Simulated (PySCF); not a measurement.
Input for PySCF: R-M06-2X/6-31G* on C4H6 (SMILES C=CC=C), a point of a torsion scan.

```python
from pyscf import gto, scf, dft, mp
from pyscf.data.elements import chemcore

mol = gto.M(
    atom='''
    C     1.28111734    1.12452724    0.66036453
    C     0.49556536    0.06432847    0.52741823
    C    -0.50934951   -0.06182738   -0.51722117
    C    -0.75378798   -1.19475193   -1.16184648
    H     1.15761261    1.99915287    0.04232312
    H     2.06118887    1.16863530    1.40083718
    H     0.66236800   -0.81490180    1.13728582
    H    -0.98132935    0.85842460   -0.83837218
    H    -1.45655975   -1.24920382   -1.97544210
    H    -0.27116896   -2.11764950   -0.88337988
    ''',
    basis='6-31g*',
    cart=True,
    charge=0, spin=0, verbose=3, max_memory=1800)
mf = dft.RKS(mol, xc='m062x')
mf.conv_tol = 1e-8
mf.max_cycle = 100
mf.kernel()
if not mf.converged:
    mf = mf.newton().run(mf.mo_coeff, mf.mo_occ)
```

Output:

```
converged SCF energy = -155.898435188669
```

Self-consistency was reached.

Cost: very roughly 8 core-seconds.
